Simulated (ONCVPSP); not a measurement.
## Transferability test, ONCV potential for fluorine (F)

fluorine, optimised norm-conserving Vanderbilt (ONCV), made with ONCVPSP 4.0.1 (LDA (Perdew-Zunger), scalar-relativistic). Core [He], reference 2s2 2p5. Waves: 2s: rc 0.60 bohr, ncon 4, nbas 7, qcut 9.7 1/bohr, 2 projectors, debl 3.4 Ha; 2p: rc 1.55 bohr, ncon 4, nbas 7, qcut 10.9 1/bohr, 2 projectors, debl 3.1 Ha. Local part: polynomial inside 0.40 bohr (lpopt 5, dvloc0 0 Ha). Core correction: Teter function, fcfact 2.25, rcfact 1.2.

Energies are relative to the spin-unpolarised reference configuration 2s2 2p5; without spin polarisation the order of configurations can differ from experiment.

(1) Give the all-electron excitation energy and the error of the potential for: 2s2 2p4; 2s2 2p3; 2s2 2p2; 2s2 2p4.5.

Results:

(1)

| valence configuration | charge | ΔE all-electron (eV) | error AE − PS (meV) |
| --- | --- | --- | --- |
| 2s2 2p4 | +1 | 19.555 | +37 |
| 2s2 2p3 | +2 | 58.067 | +286 |
| 2s2 2p2 | +3 | 118.799 | +1067 |
| 2s2 2p4.5 | +0.5 | 7.630 | +6.0 |
